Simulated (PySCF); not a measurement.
Where the electron goes

Compound: H₉N₃OSi₂.
Numbering: `[NH2:1][SiH:2]([NH2:3])[NH:4][SiH2:5][OH:6]` (hydrogens: H7, H8 on N1; H9 on Si2; H10, H11 on N3; H12 on N4; H13, H14 on Si5; H15 on O6)

Geometry (GFN2-xTB, Å), atoms numbered from 1 in this order:
```xyz
15
H9N3OSi2 angstrom
N      2.298   -0.828   -0.275
Si     0.919    0.019    0.328
N      1.061    1.620   -0.294
N     -0.450   -0.933   -0.158
Si    -2.090   -0.405   -0.235
O     -2.279    0.873    0.751
H      3.180   -0.359   -0.154
H      2.398   -1.790    0.004
H      0.825    0.198    1.787
H      0.248    2.206   -0.202
H      1.441    1.724   -1.222
H     -0.244   -1.792   -0.637
H     -2.917   -1.543    0.174
H     -2.489    0.174   -1.515
H     -1.906    0.846    1.627
```

Computed, not measured: TDDFT CAM-B3LYP/def2-SVPD, vertical, gas phase, core orbitals frozen in the response in PySCF 2.14.0, density-fitted response routines.

Frontier orbitals with the atoms that hold most of them (Löwdin shares over 4%, at most four atoms; ? is withheld):

```csv
orbital,ε (eV),atoms
HOMO-3,-10.45,"O6 37%, Si5 20%, H13 17%, N4 9%"
HOMO-2,-9.27,"N3 41%, N4 16%, Si2 14%, H9 9%"
HOMO-1,-9.14,?
HOMO,-8.62,?
LUMO,?,"Si5 20%, Si2 20%, O6 16%, H15 9%"
LUMO+1,1.11,"Si2 19%, O6 11%, H8 10%, N1 9%"
LUMO+2,1.64,"Si5 35%, H12 15%, H13 9%, Si2 8%"
```

Task: Give the leading atoms of the HOMO-1.

Result: N1 (bonded to Si and 2 H) 62%; Si2 (bonded to 3 N and H) 11%; H8 (bonded to N) 6%; H7 (bonded to N) 6%. By element: nitrogen 62% or more, hydrogen 12% or more, silicon 11% or more.

Task: Give the leading atoms of the HOMO.

Result: N4 (bonded to 2 Si and H) 41%; N3 (bonded to Si and 2 H) 26%; Si5 (bonded to N, O and 2 H) 8%; Si2 (bonded to 3 N and H) 5%. By element: nitrogen 68% or more, silicon 13%.

Task: What is the LUMO energy, and the HOMO–LUMO gap?

Result: ε(LUMO) = 0.91 eV; the gap is 9.53 eV (0.3501 hartree).

Task: How does S1 compare with the orbital gap of 9.53 eV?

Result: S1 is at 6.53 eV (f = 0.026), 3.00 eV below the gap, made of HOMO→LUMO (78%), HOMO→LUMO+1 (9%). Without the coupling terms of the response equations the lowest excitation would equal the gap.

Next come S2 at 6.69 eV (f 0.0075), HOMO→LUMO+1 (57%), HOMO→LUMO+2 (14%), HOMO→LUMO (8%); S3 at 6.79 eV (f 0.024), HOMO-1→LUMO+1 (52%), HOMO-1→LUMO (25%); S4 at 7.08 eV (f 0.047), HOMO-2→LUMO (55%), HOMO→LUMO+3 (15%); S5 at 7.29 eV (f 0.0060), HOMO→LUMO+2 (47%), HOMO→LUMO+1 (17%), HOMO→LUMO+5 (10%).

Löwdin shares depend on the basis, the more so with diffuse functions.

One conformer stands for the species.
